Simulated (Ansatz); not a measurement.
Program: Ansatz. Geometries: PBE0-D4/def2-TZVP. ΔE: electronic, gas phase. CCSD(T)/CBS is the MP2 limit (def2-TZVPP, def2-QZVPP) plus CCSD(T) − MP2 in def2-TZVPP, frozen cores. This one scheme is used for every species. DFT in def2-TZVPP. B3LYP here is the variant with VWN-RPA as its local correlation; programs differ in this. For Ge outer-core shells are correlated without core-valence functions, which leaves a few kJ/mol of doubt a bond. Scalar relativity is left out up to krypton. One conformer a species, not always the lowest.

Consider the ligand exchange at a Ge–Cl bond: `C[O][GeH]([Cl])[O]C` + `CC(C)N` → `C[O][GeH]([NH]C(C)C)[O]C` + HCl.

| level | ΔE (kJ/mol) | difference from CCSD(T)/CBS |
| --- | --- | --- |
| PBE-D4 | 76.1 | 6.1 |
| r2SCAN-D4 | 78.7 | 8.7 |
| PBE0-D4 | 76.1 | 6.1 |
| B3LYP-D4 | 75.2 | 5.2 |
| ωB97X-V | 74.8 | 4.8 |
| B2PLYP | 79.2 | 9.2 |
| PBE | 83.1 | 13.1 |
| PBE0 | 82.8 | 12.8 |
| HF/def2-TZVPP | 88.9 | 18.9 |
| MP2/def2-TZVPP | 69.0 | -1.0 |
| CCSD(T)/def2-TZVPP | 66.7 | -3.3 |
| MP2/def2-QZVPP | 70.9 | 0.9 |
| SCS-MP2/def2-QZVPP | 72.8 | 2.8 |
| HF/CBS(def2) | 89.1 | 19.1 |
| MP2/CBS(def2) | 72.3 | 2.3 |
| CCSD/CBS(def2) | 72.0 | 2.0 |
| CCSD(T)/CBS | 70.0 | 0 |

Largest T1 diagnostic among the species: 0.011.

The D4 term adds −9.8 kJ/mol with B3LYP and −6.7 kJ/mol with PBE0; it sums over pairs of atoms, weighted by their polarisabilities, and B3LYP, whose exchange is more repulsive, gets the larger term. In def2-TZVPP, CCSD(T) changes the Hartree–Fock value by −22.2 kJ/mol (the triples alone add −2.0 kJ/mol) and MP2 by −19.9 kJ/mol.
